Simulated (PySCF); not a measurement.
Cu²⁺: ionisation energy

Cu²⁺ [Ar] 3d9 (2D) → Cu³⁺ [Ar] 3d8 (3F), as a difference of total energies. Calculation: PySCF 2.14, in aug-cc-pVTZ-DK; the spin-free X2C one-electron Hamiltonian (Gaussian nucleus). Correlated levels: valence: [Ar] frozen. The calculations carry no spin-orbit coupling.

```json
{"method": "UHF", "ionisation energy (eV)": "34.019"}
{"method": "MP2 (valence)", "ionisation energy (eV)": "36.800"}
{"method": "SCS-MP2 (valence)", "ionisation energy (eV)": "36.562"}
{"method": "CCSD (valence)", "ionisation energy (eV)": "36.306"}
{"method": "CCSD(T) (valence)", "ionisation energy (eV)": "36.424"}
```

**Question.** How much does correlation contribute at CCSD(T) (valence)?

**Answer.** 36.424 − (34.019) = 2.405 eV, measured against UHF.

The reference lies between the lowest fine-structure levels, while these numbers refer to the centres of the terms.

Errors of the correlated levels include the incompleteness of this basis and the frozen core.

For comparison: 36.841 ± 0.012 eV (measured; NIST Atomic Spectra Database, ionization energies).
